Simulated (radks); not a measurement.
All-electron atom: B I in [He] 2s2 2p1 (the NIST ground configuration). Method: Dirac Kohn-Sham, PBE, spin-unpolarised, spherical densities, point nucleus; open shells are shared between the two j in proportion to 2j + 1; computed with a radial shooting solver on a logarithmic mesh with Libxc functionals.

Normalised radial functions P(r) = r R(r) (large component), r in bohr:

| r | 2s1/2 | 2p1/2 | 2p3/2 |
|---|---|---|---|
| 0.03278 | 0.1259 | 0.0035 | 0.0034 |
| 0.03637 | 0.1371 | 0.0042 | 0.0042 |
| 0.04068 | 0.1500 | 0.0052 | 0.0052 |
| 0.04514 | 0.1626 | 0.0063 | 0.0063 |
| 0.05049 | 0.1769 | 0.0078 | 0.0078 |
| 0.05602 | 0.1907 | 0.0095 | 0.0095 |
| 0.06266 | 0.2059 | 0.0117 | 0.0116 |
| 0.06953 | 0.2204 | 0.0142 | 0.0141 |
| 0.07715 | 0.2348 | 0.0171 | 0.0170 |
| 0.08629 | 0.2500 | 0.0209 | 0.0209 |
| 0.09575 | 0.2636 | 0.0252 | 0.0251 |
| 0.1071 | 0.2771 | 0.0307 | 0.0306 |
| 0.1188 | 0.2880 | 0.0368 | 0.0367 |
| 0.1329 | 0.2976 | 0.0446 | 0.0445 |
| 0.1475 | 0.3038 | 0.0531 | 0.0530 |
| 0.165 | 0.3066 | 0.0639 | 0.0637 |
| 0.183 | 0.3050 | 0.0756 | 0.0754 |
| 0.2031 | 0.2985 | 0.0891 | 0.0890 |
| 0.2272 | 0.2851 | 0.1059 | 0.1057 |
| 0.2521 | 0.2659 | 0.1238 | 0.1236 |
| 0.2819 | 0.2372 | 0.1457 | 0.1455 |
| 0.3128 | 0.2024 | 0.1686 | 0.1684 |
| 0.3499 | 0.1557 | 0.1962 | 0.1959 |
| 0.3883 | 0.1035 | 0.2244 | 0.2241 |
| 0.4343 | 0.0382 | 0.2576 | 0.2573 |
| 0.4819 | -0.0305 | 0.2908 | 0.2905 |
| 0.5347 | -0.1058 | 0.3259 | 0.3256 |
| 0.5981 | -0.1927 | 0.3655 | 0.3652 |
| 0.6636 | -0.2767 | 0.4031 | 0.4028 |
| 0.7423 | -0.3680 | 0.4438 | 0.4435 |
| 0.8236 | -0.4508 | 0.4810 | 0.4807 |
| 0.9212 | -0.5350 | 0.5200 | 0.5197 |
| 1.022 | -0.6047 | 0.5534 | 0.5532 |
| 1.143 | -0.6664 | 0.5845 | 0.5842 |
| 1.269 | -0.7079 | 0.6069 | 0.6067 |
| 1.408 | -0.7316 | 0.6216 | 0.6214 |
| 1.575 | -0.7354 | 0.6273 | 0.6272 |
| 1.747 | -0.7184 | 0.6224 | 0.6224 |
| 1.954 | -0.6792 | 0.6057 | 0.6057 |
| 2.168 | -0.6261 | 0.5799 | 0.5799 |
| 2.425 | -0.5549 | 0.5418 | 0.5418 |
| 2.691 | -0.4805 | 0.4984 | 0.4985 |
| 3.01 | -0.3969 | 0.4452 | 0.4453 |
| 3.34 | -0.3208 | 0.3922 | 0.3923 |
| 3.706 | -0.2503 | 0.3379 | 0.3380 |
| 4.145 | -0.1835 | 0.2803 | 0.2804 |
| 4.6 | -0.1318 | 0.2294 | 0.2296 |
| 5.145 | -0.0877 | 0.1790 | 0.1791 |
| 5.709 | -0.0569 | 0.1374 | 0.1376 |
| 6.385 | -0.0336 | 0.0992 | 0.0994 |
| 7.085 | -0.0193 | 0.0703 | 0.0704 |
| 7.925 | -0.0098 | 0.0461 | 0.0462 |
| 8.793 | -0.0048 | 0.0296 | 0.0297 |

2s1/2: eigenvalue -9.443 eV, 1 radial node at r = 0.461 bohr, <r> = 1.95 bohr, 90 % of the charge inside 3.11 bohr. 2p1/2: eigenvalue -3.609 eV, 0 radial nodes, <r> = 2.30 bohr, 90 % of the charge inside 3.97 bohr. 2p3/2: eigenvalue -3.606 eV, 0 radial nodes, <r> = 2.30 bohr, 90 % of the charge inside 3.97 bohr.
